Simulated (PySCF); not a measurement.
Structure with atom numbers: `[NH2:1][SiH:2]([NH2:3])[CH2:4][CH:5]=[O:6]`; H(Xn) means a hydrogen on atom n.

Geometry: PBE0-D3(BJ)/def2-SVP; GIAO shifts from PySCF 2.14.0 with density-fitted response routines, gas phase, non-relativistic, averaged over equivalent atoms.

At PBE0/pcSseg-1 (149 basis functions, 14 s wall time on 1 thread of an Arm Neoverse V1, shared host):
```tsv
atoms	δ (ppm)
N1/N3	23.7
Si2	-35.7
C5	205.5
C4	43.8
O6	676.4
H(C5)	9.90
H(Si2)	4.96
H(C4)	2.18
H(N1)/H(N3)	0.79
```

Shifts are taken against calculated references (same method and geometry level): $^{15}$N (σref 265.67) against NH3; TMS for $^{29}$Si (σref 351.99), $^{13}$C (σref 184.41), $^{1}$H (σref 31.27); $^{17}$O (σref 334.56) vs H2O.

Task: Predict the values at PBE0/IGLO-III on the same geometry.

Result: 
```json
{"atoms": "N1/N3", "δ at PBE0/IGLO-III": "23.8", "change": "+0.1"}
{"atoms": "Si2", "δ at PBE0/IGLO-III": "-36.2", "change": "-0.5"}
{"atoms": "C5", "δ at PBE0/IGLO-III": "209.9", "change": "+4.4"}
{"atoms": "C4", "δ at PBE0/IGLO-III": "45.9", "change": "+2.1"}
{"atoms": "O6", "δ at PBE0/IGLO-III": "654.3", "change": "-22.1"}
{"atoms": "H(C5)", "δ at PBE0/IGLO-III": "10.28", "change": "+0.38"}
{"atoms": "H(Si2)", "δ at PBE0/IGLO-III": "5.24", "change": "+0.28"}
{"atoms": "H(C4)", "δ at PBE0/IGLO-III": "2.40", "change": "+0.22"}
{"atoms": "H(N1)/H(N3)", "δ at PBE0/IGLO-III": "0.79", "change": "+0.00"}
```

Referencing at the same level of theory: $^{15}$N (σ = 260.55 ppm) against NH3; TMS for $^{29}$Si (σ = 345.34 ppm), $^{13}$C (σ = 183.78 ppm), $^{1}$H (σ = 31.37 ppm); $^{17}$O (σ = 327.19 ppm) against H2O.

The largest change is at O6 (aldehyde oxygen). Cost: 299 basis functions, 47 s wall time on 1 thread of an Arm Neoverse V1, shared host.

Unscaled 17O shifts of doubly bonded oxygen tend to come out too high, by tens of ppm or more. Experimental scales use liquid or dissolved standards, which lie at an offset from isolated NH3 (liquid NH3: subtract about 20 ppm) and H2O (liquid H2O: subtract about 36 ppm).
